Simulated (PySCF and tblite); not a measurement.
C7H14, numbered as in [CH3:1][CH2:2][CH2:3][CH2:4][CH:5]1[CH2:6][CH2:7]1.

Level: B3LYP-D3(BJ)/def2-SVP (IEF-PCM, chloroform)//GFN2-xTB, thermal terms from GFN2-xTB, symmetry numbers and mirror pairs counted. Conformers within 3 kcal/mol (GFN2-xTB free energy) were kept, 7 at most. GIAO shieldings: wB97X-D/pcSseg-1 (IEF-PCM, chloroform). Shifts are against TMS (¹H), TMS (¹³C) at the same level. Run with PySCF (density fitting) and tblite.

Torsions listed: C1–C2–C3–C4, C2–C3–C4–C5, C3–C4–C5–C6. Of a mirror pair one member is shown.

| conformer | shape | weight % | dipole D |
| --- | --- | --- | --- |
| 1 | 180°, 180°, -84° | 34.8 | 0.14 |
| 2 | -176°, -68°, -79° | 14.2 | 0.12 |
| 3 | -67°, -176°, -83° | 13.7 | 0.18 |
| 4 | -178°, -65°, 165° | 12.9 | 0.08 |
| 5 | 67°, 174°, -84° | 11.2 | 0.15 |

Not shown: 2 more, 13.3 % in all.

Question: How do the computed shifts compare with measured ones?

Answer: 
| nucleus | signal | leading conformer | average | measured | medium |
| --- | --- | --- | --- | --- | --- |
| ¹³C | C5 | 14.9 | 14.1 | 10.9 | not stated per compound (mostly CDCl3 or CCl4) |
| ¹³C | C6/C7 | 6.4 | 6.4 | 4.4 | not stated per compound (mostly CDCl3 or CCl4) |

Measured values: Pretsch, Buehlmann, Badertscher, Structure Determination of Organic Compounds, 4th ed. (2009). Mean difference for ¹³C: 2.60 ppm, scatter 0.60 ppm. The computed shifts are unscaled and lack vibrational corrections.
